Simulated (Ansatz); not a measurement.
A basis-limit estimate, worked out

An elementary step of BH₂ClOF₂, singlet (BClF₂ ([F][B]([F])[Cl]) + H₂O → BHOF₂ ([OH][B]([F])[F]) + HCl; bonds formed: Cl2–H5; dative contacts that become bonds: B1–O6; bonds broken: B1–Cl2, H5–O6). “Start” is the structure reached by relaxing down from the saddle towards the reactants; PBE0-D4/def2-TZVP structures. The saddle:

```xyz
7
angstrom
B -0.2541 -0.5292 0.2748
Cl 1.8870 -0.1674 -0.2400
F -0.7698 -1.3165 -0.6587
F -0.2600 -0.8994 1.5380
H 0.7714 0.8975 -0.1950
O -0.4355 0.9232 0.0438
H -0.9391 1.0918 -0.7628
```

Program: Ansatz 0.2.0. Basis: def2-TZVPP and def2-QZVPP. Cores are frozen in the correlated methods.

Energies in eV:

| quantity | saddle | start |
| --- | --- | --- |
| Hartree–Fock, triple zeta (X = 3) | -20663.61322 | -20664.70765 |
| Hartree–Fock, quadruple zeta (X = 4) | -20664.32484 | -20665.41501 |
| MP2 correlation, X = 3 | -28.76504 | -28.43991 |
| MP2 correlation, X = 4 | -31.37522 | -31.05306 |
| CCSD(T) correlation, X = 3 | -30.26182 | -29.97489 |

(1) Work out the barrier at the basis limit: extrapolate Hartree–Fock as E(X) = E∞ + A exp(−7.88 √X) and the MP2 correlation as E(X) = E∞ + B X^−2.97 (the exponents that Neese and Valeev fitted for def2-TZVPP and QZVPP), then add CCSD(T) − MP2 in triple zeta.

The T1 diagnostic stays at or below 0.012.

## Answers

(1) Each step is linear, so take the differences first (saddle − start): Hartree–Fock 1.09443 (X = 3) and 1.09017 (X = 4); MP2 correlation -0.32513 and -0.32216; CCSD(T) correlation -0.28693.
Two points give E∞ = E(4) + w [E(4) − E(3)], with w = 1/(exp(7.88 (2 − √3)) − 1) = 0.1377 for Hartree–Fock and w = 1/((4/3)^2.97 − 1) = 0.7407 for the correlation.
Hartree–Fock: 1.09017 + 0.1377 × (-0.00426) = 1.0896 eV.
MP2 correlation: -0.32216 + 0.7407 × 0.00297 = -0.3200 eV.
CCSD(T) − MP2: -0.28693 − (-0.32513) = 0.0382 eV.
Sum: 1.0896 + (-0.3200) + 0.0382 = 0.8078 eV, or 18.63 kcal/mol. Plain CCSD(T) in triple zeta gives 0.8075 eV, so the larger basis shifts the result by 0.0003 eV.

The step is the kind of ligand exchange by which a precursor binds to a hydroxyl group, or is hydrolysed, in atomic layer deposition of oxides.

Labels in which every atom is bracketed show which atoms are joined, not bond orders.

For scale, one of the runs: CCSD(T)/def2-TZVPP, 194 basis functions, launched by `ansatz run in.yaml --threads 4 --pin off --events-out ev --progress --plain --max-ram 9574MiB`. The run took 83 s on 4 CPU threads of an Intel Xeon (shared host), with 2.4 GiB of host memory at its peak.
